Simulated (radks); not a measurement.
Values are calculated unless marked as measured or tabulated.
All-electron atom: K+ in [Ne] 3s2 3p5 4p1 (not the ground configuration). Code: a radial shooting solver on a logarithmic mesh with Libxc functionals. Model: scalar-relativistic Kohn-Sham, PW91, spin-polarised, spherical densities, finite nucleus; open shells are filled with parallel spins first; Fermi nuclear charge, rms radius 3.4349 fm. Some entries of the table are withheld. Estimate them.

| orbital | occ. | eigenvalue (eV) | <1/r> (bohr^-1) |
|---|---|---|---|
| 1s up | 1 | -3540.410 | 18.72 |
| 1s down | 1 | -3540.130 | 18.72 |
| 2s up | 1 | -369.9867 | 3.800 |
| 2s down | 1 | -369.7398 | 3.800 |
| 2p up | 3 | -296.9512 | 3.704 |
| 2p down | 3 | -296.6029 | 3.703 |
| 3s up | 1 | -50.2125 | 1.129 |
| 3s down | 1 | -48.8564 | 1.127 |
| 3p up | 3 | (1) | 1.005 |
| 3p down | 2 | (2) | 1.000 |
| 4p up | 1 | -6.6785 | 0.2869 |

Answer. 
(1) 3p up eigenvalue (eV): -33.1355
(2) 3p down eigenvalue (eV): -31.8428
